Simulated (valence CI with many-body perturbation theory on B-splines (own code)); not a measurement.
Missing levels of Ag¹⁴⁺

Method: configuration interaction combined with many-body perturbation theory (CI+MBPT): five valence electrons over a frozen Dirac-Fock core [Ar] 3d10, radial functions for each j: 11 s, 11 p, 10 d, 8 f, 5 g, 2 h, with the one-electron correlation potential Σ1, the two-electron term Σ2, the three-electron term Σ3, Breit, model QED; selected CI, second order for the rest (own B-spline code, finite nucleus).

No measured spectrum was set against this ion. As an estimate, levels hold to about 250 cm⁻¹ or 0.2 % of their energy and the worst to 1 %, as in measured heavy ions of charge 2 to 7; those with d or f electrons hold less well. Among the levels kept, up to 2000 cm⁻¹ of a level comes from second order outside the variational space, and about a tenth of that is noise between levels of different J, which matters for small intervals.

| Level | E (cm⁻¹) |
| --- | --- |
| 4s2 4p3 4S°_3/2 | 0 |
| 4s2 4p3 2D°_3/2 | ? |
| 4s2 4p3 2D°_5/2 | 61496 |
| 4s2 4p3 2P°_1/2 | ? |
| 4s2 4p3 2P°_3/2 | 127330 |
| 4s 4p4 4P_5/2 | 327310 |
| 4s 4p4 4P_3/2 | ? |
| 4s 4p4 4P_1/2 | ? |
| 4s 4p4 2D_3/2 | 404370 |
| 4s 4p4 2D_5/2 | 418040 |
| 4s 4p4 2S_1/2 | ? |
| 4s 4p4 2P_3/2 | ? |
| 4s2 4p2 4d 4F_3/2 | 496100 |
| 4s2 4p2 4d 4F_5/2 | 510590 |
| 4s 4p4 2P_1/2 | 512550 |
| 4s2 4p2 4d 2F_5/2 [a] | 531150 |
| 4s2 4p2 4d 4F_7/2 | 536880 |
| 4s2 4p2 4d 4D_1/2 | 540510 |
| 4s2 4p2 4d 4D_3/2 | 541860 |
| 4s2 4p2 4d 2F_7/2 [a] | 543340 |

Names give the largest LS component (configuration and term), which can be under half, so a name can repeat, a term be missing and a line seem to break the LS rules; names also repeat where a configuration has a term twice. Letters in brackets count levels of one name in rising energy.

(1) The levels stand in rising order. What does the calculation give for the missing energies?

## Answers

(1) 4s2 4p3 2D°_3/2 45232; 4s2 4p3 2P°_1/2 87014; 4s 4p4 4P_3/2 359160; 4s 4p4 4P_1/2 364820; 4s 4p4 2S_1/2 455330; 4s 4p4 2P_3/2 463580.
